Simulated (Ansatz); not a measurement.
CH6BNSi, SMILES `[SiH3]N1BC1`, relaxed with RKS PBE-D4/def2-SVP in Ansatz 0.2.0 from a rough embedded geometry. The force threshold is 0.03 eV/Å; the program also tests the step.

The species carries charge 0 and has multiplicity 1.

Start:

```xyz
10

Si   -0.939    0.817   -0.620
N    -0.203    0.074    0.853
B     1.334    0.058    0.600
C     0.379   -1.206    0.447
H    -2.372    0.351   -0.689
H    -1.009    2.314   -0.399
H    -0.265    0.523   -1.854
H     2.401    0.449    0.796
H     0.483   -1.812    1.375
H     0.191   -1.567   -0.508
```

By how much does the energy fall, and how many steps does the optimiser take? (Best estimate.)

The calculation gave: 33.94 kcal/mol, in 11 steps, 1 of them rejected.

Which bonds change most? (An estimate is asked.)

Ansatz gave: N2–B3 from 1.558 to 1.374 Å; Si1–H7 from 1.436 to 1.506 Å; C4–H10 from 1.039 to 1.108 Å; Si1–N2 from 1.807 to 1.750 Å.

Give the relaxed structure. (An estimate is asked.)

Ansatz gave: 
```xyz
10

Si   -1.049    0.938   -0.713
N     0.242    0.131    0.150
B     1.389   -0.047    0.884
C     0.591   -1.307    0.442
H    -2.374    0.583   -0.092
H    -0.825    2.421   -0.639
H    -1.061    0.488   -2.150
H     2.286    0.551    1.419
H    -0.093   -1.840    1.132
H     0.893   -1.917   -0.433
```
